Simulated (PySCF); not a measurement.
**Cost of excited-state runs on 4-isopropylaniline, C₉H₁₃N**

Atoms are numbered as in `[CH3:1][CH:2]([CH3:3])[c:4]1[cH:5][cH:6][c:7]([NH2:8])[cH:9][cH:10]1`. Hydrogens are named by the atom that carries them.

PySCF with density fitting, on 1 thread of an Arm Neoverse V1, shared host. Command: `OMP_NUM_THREADS=1 python excited_run.py task.json out`

(1) How long does each of these runs take, and how much memory?
- first hyperpolarisability, CAM-B3LYP/def2-SVPD; usual settings
- excited states, CAM-B3LYP/def2-SVPD; Tamm-Dancoff; spin-orbit couplings; 6 states; 5 triplets; quadratic response for 4 states
- excited states, CAM-B3LYP/def2-SVPD; two-photon moments; 8 states; quadratic response for 6 states; 0 triplets

## Answers

(1) 
| run | level | basis functions | wall time | peak memory (GiB) |
| --- | --- | --- | --- | --- |
| first hyperpolarisability | CAM-B3LYP/def2-SVPD | 304 | 110 s | 1.4 |
| excited states | CAM-B3LYP/def2-SVPD | 304 | 110 s | 1.4 |
| excited states | CAM-B3LYP/def2-SVPD | 304 | 2.4 min | 1.5 |

Times from a shared host are rough.
